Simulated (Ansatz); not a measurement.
Ansatz (a program for electronic structure) input (HF/3-21G): The .json file is the Basis Set Exchange's 3-21G.

Ansatz 0.2 input:
```yaml
crystal:
  periodic: [false, false, false]
  atoms:
    - {symbol: In, position_ang: [-0.00000000, -0.00000000, -0.03674485]}
    - {symbol: H, position_ang: [0.00000000, 0.00000000, 1.80049741]}
basis:
  gaussian:
    orbitals: 3-21G.json
hamiltonian:
  xc: {name: HF}
total_charge: 1
magnetization: {spin_polarized: true, initial_magnetization: 1}
phonons: {temperatures: {t_min: 298.15, t_max: 298.15, t_step: 100}}
```

Output:

```
WARN ansatz: RAYON_NUM_THREADS=1 ignored (pool sized by the plan → 1); use --threads N
Functional definition: HF
integrals: 0.00 GiB planned
448 factors; integrals over basis functions are off by at most 8.8e-5 eV
mean field: 0.11 GiB planned
mean field evaluation 1: about -155523.2450 eV, gradient 7.3e0 eV
mean field evaluation 2: about -155523.2481 eV, gradient 7.3e0 eV
mean field evaluation 4: about -155523.7672 eV, gradient 8.7e-1 eV
mean field evaluation 8: about -155523.7837 eV, gradient 2.5e-5 eV
mean field -155523.78373785 eV, -5715.3936345590 hartree, gradient 2.5e-5 eV, S^2 0.801822; 0 other end points of the search recorded, 0 dependent functions left out
the calculation of the forces begins
reference -155523.78373785 eV, -5715.3936345590 hartree; 25, 24 occupied and 10, 11 virtual orbitals, 448 factors
these checks for a lower state are left out or cut short: stability, starts, cluster_reference, orbital_swaps, neighbouring_geometries, increment
integrals: 0.00 GiB planned
448 factors; integrals over basis functions are off by at most 8.8e-5 eV
mean field: 0.11 GiB planned
mean field evaluation 16: about -155523.7837 eV, gradient 3.6e-6 eV
mean field -155523.78373785 eV, -5715.3936345590 hartree, gradient 3.6e-6 eV, S^2 0.801823; 0 other end points of the search recorded, 0 dependent functions left out
the calculation of the forces begins
reference -155523.78373785 eV, -5715.3936345590 hartree; 25, 24 occupied and 10, 11 virtual orbitals, 448 factors
these checks for a lower state are left out or cut short: stability, starts, cluster_reference, orbital_swaps, neighbouring_geometries, increment
integrals: 0.00 GiB planned
448 factors; integrals over basis functions are off by at most 8.8e-5 eV
mean field: 0.11 GiB planned
mean field -155523.78373785 eV, -5715.3936345590 hartree, gradient 3.6e-6 eV, S^2 0.801823; 0 other end points of the search recorded, 0 dependent functions left out
the calculation of the forces begins
reference -155523.78373785 eV, -5715.3936345590 hartree; 25, 24 occupied and 10, 11 virtual orbitals, 448 factors
these checks for a lower state are left out or cut short: stability, starts, cluster_reference, orbital_swaps, neighbouring_geometries, increment
integrals: 0.00 GiB planned
448 factors; integrals over basis functions are off by at most 8.8e-5 eV
mean field: 0.11 GiB planned
mean field -155523.78373785 eV, -5715.3936345590 hartree, gradient 3.6e-6 eV, S^2 0.801823; 0 other end points of the search recorded, 0 dependent functions left out
the calculation of the forces begins
reference -155523.78373785 eV, -5715.3936345590 hartree; 25, 24 occupied and 10, 11 virtual orbitals, 448 factors
these checks for a lower state are left out or cut short: stability, starts, cluster_reference, orbital_swaps, neighbouring_geometries, increment
integrals: 0.00 GiB planned
448 factors; integrals over basis functions are off by at most 8.8e-5 eV
mean field: 0.11 GiB planned
mean field evaluation 32: about -155523.7837 eV, gradient 2.0e-6 eV
mean field -155523.78373785 eV, -5715.3936345590 hartree, gradient 3.6e-6 eV, S^2 0.801823; 0 other end points of the search recorded, 0 dependent functions left out
the calculation of the forces begins
reference -155523.78373785 eV, -5715.3936345590 hartree; 25, 24 occupied and 10, 11 virtual orbitals, 448 factors
these checks for a lower state are left out or cut short: stability, starts, cluster_reference, orbital_swaps, neighbouring_geometries, increment
integrals: 0.00 GiB planned
448 factors; integrals over basis functions are off by at most 8.7e-5 eV
mean field: 0.11 GiB planned
mean field -155523.78372045 eV, -5715.3936339199 hartree, gradient 3.6e-6 eV, S^2 0.801358; 0 other end points of the search recorded, 0 dependent functions left out
the calculation of the forces begins
reference -155523.78372045 eV, -5715.3936339199 hartree; 25, 24 occupied and 10, 11 virtual orbitals, 448 factors
these checks for a lower state are left out or cut short: stability, starts, cluster_reference, orbital_swaps, neighbouring_geometries, increment
integrals: 0.00 GiB planned
448 factors; integrals over basis functions are off by at most 8.8e-5 eV
mean field: 0.11 GiB planned
mean field -155523.78371965 eV, -5715.3936338904 hartree, gradient 3.5e-6 eV, S^2 0.802288; 0 other end points of the search recorded, 0 dependent functions left out
the calculation of the forces begins
reference -155523.78371965 eV, -5715.3936338904 hartree; 25, 24 occupied and 10, 11 virtual orbitals, 448 factors
these checks for a lower state are left out or cut short: stability, starts, cluster_reference, orbital_swaps, neighbouring_geometries, increment
integrals: 0.00 GiB planned
448 factors; integrals over basis functions are off by at most 8.8e-5 eV
mean field: 0.11 GiB planned
mean field -155523.78373785 eV, -5715.3936345590 hartree, gradient 3.6e-6 eV, S^2 0.801823; 0 other end points of the search recorded, 0 dependent functions left out
the calculation of the forces begins
reference -155523.78373785 eV, -5715.3936345590 hartree; 25, 24 occupied and 10, 11 virtual orbitals, 448 factors
these checks for a lower state are left out or cut short: stability, starts, cluster_reference, orbital_swaps, neighbouring_geometries, increment
integrals: 0.00 GiB planned
448 factors; integrals over basis functions are off by at most 8.8e-5 eV
mean field: 0.11 GiB planned
mean field -155523.78373785 eV, -5715.3936345590 hartree, gradient 3.6e-6 eV, S^2 0.801823; 0 other end points of the search recorded, 0 dependent functions left out
the calculation of the forces begins
reference -155523.78373785 eV, -5715.3936345590 hartree; 25, 24 occupied and 10, 11 virtual orbitals, 448 factors
these checks for a lower state are left out or cut short: stability, starts, cluster_reference, orbital_swaps, neighbouring_geometries, increment
integrals: 0.00 GiB planned
448 factors; integrals over basis functions are off by at most 8.8e-5 eV
mean field: 0.11 GiB planned
mean field evaluation 64: about -155523.7837 eV, gradient 3.6e-6 eV
mean field -155523.78373785 eV, -5715.3936345590 hartree, gradient 3.6e-6 eV, S^2 0.801823; 0 other end points of the search recorded, 0 dependent functions left out
the calculation of the forces begins
reference -155523.78373785 eV, -5715.3936345590 hartree; 25, 24 occupied and 10, 11 virtual orbitals, 448 factors
these checks for a lower state are left out or cut short: stability, starts, cluster_reference, orbital_swaps, neighbouring_geometries, increment
integrals: 0.00 GiB planned
448 factors; integrals over basis functions are off by at most 8.8e-5 eV
mean field: 0.11 GiB planned
mean field -155523.78373785 eV, -5715.3936345590 hartree, gradient 3.6e-6 eV, S^2 0.801823; 0 other end points of the search recorded, 0 dependent functions left out
the calculation of the forces begins
reference -155523.78373785 eV, -5715.3936345590 hartree; 25, 24 occupied and 10, 11 virtual orbitals, 448 factors
these checks for a lower state are left out or cut short: stability, starts, cluster_reference, orbital_swaps, neighbouring_geometries, increment
integrals: 0.00 GiB planned
448 factors; integrals over basis functions are off by at most 8.8e-5 eV
mean field: 0.11 GiB planned
mean field -155523.78371965 eV, -5715.3936338904 hartree, gradient 3.5e-6 eV, S^2 0.802288; 0 other end points of the search recorded, 0 dependent functions left out
the calculation of the forces begins
reference -155523.78371965 eV, -5715.3936338904 hartree; 25, 24 occupied and 10, 11 virtual orbitals, 448 factors
these checks for a lower state are left out or cut short: stability, starts, cluster_reference, orbital_swaps, neighbouring_geometries, increment
integrals: 0.00 GiB planned
448 factors; integrals over basis functions are off by at most 8.7e-5 eV
mean field: 0.11 GiB planned
mean field -155523.78372045 eV, -5715.3936339199 hartree, gradient 3.6e-6 eV, S^2 0.801358; 0 other end points of the search recorded, 0 dependent functions left out
the calculation of the forces begins
reference -155523.78372045 eV, -5715.3936339199 hartree; 25, 24 occupied and 10, 11 virtual orbitals, 448 factors
Total energy: -155523.78373785 eV, -5715.3936345590 hartree
Atom 0 at    -0.000000    -0.000000    -0.036745 Å, force    -0.000000    -0.000000     0.000206 eV/Å
Atom 1 at     0.000000     0.000000     1.800497 Å, force     0.000000     0.000000    -0.000206 eV/Å
Dipole moment:     0.000000     0.000000    -0.094453 e Å
Vibrations: 1244.79 cm⁻¹, zero-point energy 0.077167 eV
```

The blocks after the first are displaced geometries, from whose forces the wavenumbers follow.

The dipole moment of an ion depends on the origin.
